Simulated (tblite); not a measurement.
C7H7OP.
Numbering: `[CH3:1][c:2]1[cH:3][cH:4][cH:5][p:6][c:7]1[CH:8]=[O:9]` (hydrogens: H10, H11, H12 on C1; H13 on C3; H14 on C4; H15 on C5; H16 on C8)

Structure used (GFN2-xTB), in Å, numbered top down from 1:
```xyz
16
C7H7OP angstrom
C     -1.332    1.477    0.144
C     -0.223    0.482    0.046
C      1.088    0.943    0.090
C      2.206    0.129    0.010
C      2.148   -1.242   -0.125
P      0.685   -2.161   -0.212
C     -0.514   -0.885   -0.086
C     -1.880   -1.404   -0.135
O     -2.913   -0.784   -0.076
H     -0.941    2.487    0.243
H     -1.969    1.251    0.998
H     -1.968    1.422   -0.739
H      1.242    2.008    0.194
H      3.180    0.599    0.055
H      3.075   -1.799   -0.181
H     -1.892   -2.512   -0.238
```

All values are computed: GFN2-xTB (tblite) harmonic vibrations without scaling, gas phase. The method is semi-empirical: single wavenumbers can be off by several per cent or more. One conformer, not necessarily the lowest.

Harmonic wavenumbers (cm⁻¹): 72.4, 140.4, 178.5, 207.3, 227.6, 311.9, 349.9, 368.3, 429.9, 447.1, 525.8, 610.7, 708.2, 749.7, 781.2, 857.1, 865.1, 916.8, 926.7, 985.0, 1016.0, 1068.9, 1112.4, 1156.6, 1217.6, 1252.3, 1337.0, 1379.5, 1401.4, 1409.2, 1455.5, 1468.0, 1519.2, 1535.1, 1733.8, 2694.7, 3012.7, 3032.6, 3033.2, 3044.2, 3054.4, 3073.1.

A = 2280, B = 1318, C = 839.4 MHz; mass 138.023 u (most abundant isotopes); point group Cs, symmetry number 1.

Q: What is the zero-point energy?

A: ½Σν̃ = 25834 cm⁻¹ = 309.04 kJ/mol.

Q: Give the ideal-gas entropy at 200 K and 1 bar in the rigid-rotor, harmonic-oscillator model (classical rotation).

A: Translation 162.01, rotation 117.34, vibration 53.91: S = 333.3 J/(mol K).

Q: And Cp and H(200 K) − H(0)?

A: Cp = 105.14 J/(mol K), of which vibrations give 71.89 (their classical limit is 42 R = 349.2); H(200 K) − H(0) = 13.17 kJ/mol without the zero-point energy, 6.52 from vibrations.

Q: Which modes carry the vibrational entropy at 200 K?

A: 72.4 cm⁻¹: 13.83; 140.4 cm⁻¹: 8.58; 178.5 cm⁻¹: 6.78; 207.3 cm⁻¹: 5.72; 227.6 cm⁻¹: 5.09; 311.9 cm⁻¹: 3.15 J/(mol K); the other 36 give 10.77 together.

Q: What must be added to the electronic energy to get the Gibbs energy at 200 K and 1 bar?

A: ZPE + [H(200 K) − H(0)] − T·S = 309.04 + 13.17 − 66.65 = 255.56 kJ/mol.

Q: Blend soft modes into free rotors: weight 1/[1 + (100 cm⁻¹/ν̃)⁴] for the oscillator and the rest for a rotor with moment μB/(μ + B), μ = h/(8π²ν), B = 10⁻⁴⁴ kg m². What vibrational entropy results?

A: 52.56 J/(mol K) in place of 53.91, which changes −T·S at 200 K by +0.27 kJ/mol.

Q: How do the functions run with temperature in this model?

A: 
| T (K) | S (J/(mol K)) | Cp (J/(mol K)) | H − H(0) (kJ/mol) | G − H(0) (kJ/mol) | ln q(vib) |
| --- | --- | --- | --- | --- | --- |
| 50 | 238.1 | 44.3 | 1.84 | -10.07 | 0.16 |
| 100 | 275.4 | 65.7 | 4.59 | -22.95 | 0.78 |
| 298.15 | 382.2 | 142.6 | 25.33 | -88.64 | 4.56 |
| 373.15 | 417.2 | 169.9 | 37.06 | -118.62 | 6.14 |
| 500 | 472.6 | 209.4 | 61.21 | -175.11 | 8.86 |
| 750 | 568.6 | 263.2 | 120.84 | -305.62 | 14.13 |
| 1000 | 649.3 | 296.9 | 191.16 | -458.14 | 19.07 |

q(vib) and H(0) count from the zero-point level.

Hindered rotation and anharmonicity are outside this model. Other conformers, if any are populated, would add a mixing term that is left out.
